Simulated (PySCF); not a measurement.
**Charge on either side of a bond**

C₆H₄F₆.
Numbering: `[CH2:1]=[C:2](/[CH:3]=[CH:4]/[C:5]([F:6])([F:7])[F:8])[C:9]([F:10])([F:11])[F:12]` (hydrogens: H13, H14 on C1; H15 on C3; H16 on C4)

Structure used (GFN2-xTB), in Å, numbered top down from 1:
```xyz
16
C6H4F6 angstrom
C     -1.8494   -0.9850    1.2833
C     -1.1128   -0.3558    0.3685
C      0.3310   -0.2388    0.4760
C      1.1339    0.3727   -0.3915
C      2.6155    0.4359   -0.1870
F      3.0274   -0.1753    0.9325
F      3.2818   -0.1370   -1.2028
F      3.0535    1.7035   -0.1142
C     -1.7729    0.2723   -0.8378
F     -1.5496    1.5955   -0.9058
F     -1.3196   -0.2470   -1.9910
F     -3.1002    0.1117   -0.8468
H     -2.9189   -1.0681    1.1984
H     -1.3880   -1.4349    2.1452
H      0.7528   -0.7054    1.3564
H      0.8080    0.8646   -1.2949
```

Atomic charges (e) from the PBE0/pcSseg-1 density (PySCF):

| atom | Mulliken | IAO | Hirshfeld | ESP-fitted |
| --- | --- | --- | --- | --- |
| C1 | +0.0222 | -0.2619 | -0.0611 | -0.3688 |
| C2 | -0.4744 | -0.0479 | -0.0261 | -0.0045 |
| C3 | +0.0084 | -0.1194 | -0.0394 | -0.0917 |
| C4 | -0.2608 | -0.2010 | -0.0783 | -0.3617 |
| C5 | +0.8579 | +0.8068 | +0.2575 | +0.6482 |
| F6 | -0.2674 | -0.2829 | -0.0851 | -0.2053 |
| F7 | -0.2680 | -0.2807 | -0.1000 | -0.2031 |
| F8 | -0.2680 | -0.2807 | -0.1000 | -0.2031 |
| C9 | +0.9145 | +0.8009 | +0.2635 | +0.5517 |
| F10 | -0.2710 | -0.2795 | -0.0874 | -0.1854 |
| F11 | -0.2710 | -0.2795 | -0.0874 | -0.1856 |
| F12 | -0.2648 | -0.2744 | -0.0786 | -0.1810 |
| H13 | +0.1369 | +0.1792 | +0.0572 | +0.1986 |
| H14 | +0.1305 | +0.1684 | +0.0663 | +0.1974 |
| H15 | +0.1161 | +0.1715 | +0.0530 | +0.1739 |
| H16 | +0.1589 | +0.1812 | +0.0460 | +0.2203 |

**Question.** Cut each of the bonds C1–C2, C2–C3, C4–C3, C5–C4 and C9–C2 in turn and sum the charges on the side of the atom named first.

**Answer.** In e; the other side holds the opposite charge:

| bond cut | piece | atoms | Mulliken | IAO | Hirshfeld | ESP-fitted |
| --- | --- | --- | --- | --- | --- | --- |
| C1–C2 | CH2 | 3 | +0.290 | +0.086 | +0.062 | +0.027 |
| C2–C3 | C3H2F3 | 8 | -0.077 | +0.005 | +0.046 | +0.022 |
| C4–C3 | C2HF3 | 6 | -0.047 | -0.057 | -0.060 | -0.105 |
| C5–C4 | CF3 | 4 | +0.054 | -0.037 | -0.028 | +0.037 |
| C9–C2 | CF3 | 4 | +0.108 | -0.033 | +0.010 | 0.000 |

Extremes among these pieces. Mulliken: lowest C3H2F3 at C2, highest CH2 at C1; IAO: lowest C2HF3 at C4, highest CH2 at C1; Hirshfeld: lowest C2HF3 at C4, highest CH2 at C1; ESP-fitted: lowest C2HF3 at C4, highest CF3 at C5.

**Question.** Do the schemes agree better on the pieces than on the single atoms at the cuts?

**Answer.** The spread between schemes averages 0.135 e for the pieces and 0.479 e for the atoms named first; it is smaller for the piece at 5 of the 5 cuts. On average they agree better on the pieces. The sign differs between schemes (beyond ±0.03 e) for C3H2F3 at C2, CF3 at C5 and CF3 at C9.

Geometry: GFN2-xTB, one conformer, isolated molecule.
